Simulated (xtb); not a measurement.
C4H13NSi, SMILES C(N[C@H](C)[SiH3])C. All values are semi-empirical tight-binding results from xtb (GFN2-xTB unless named), good for trends rather than for accurate numbers. The structure is a stationary point at GFN2-xTB. The structure was generated by enumeration; whether it is a known compound was not checked. The values are those of a single conformer.

| Quantity | Result |
|---|---|
| orbital gap | 4.65 eV |
| dipole moment | 1.15 D |
| zero-point energy | 100.7 kcal/mol |
| G − E(el) at 298.15 K (modified RRHO) | 79.6 kcal/mol |
| static polarisability (D4 model) | 89.2 bohr³ |
| solvation energy, GFN2-xTB/ALPB(water) | -0.8 kcal/mol |
| solvation energy, GFN2-xTB/ALPB(toluene) | -4.3 kcal/mol |
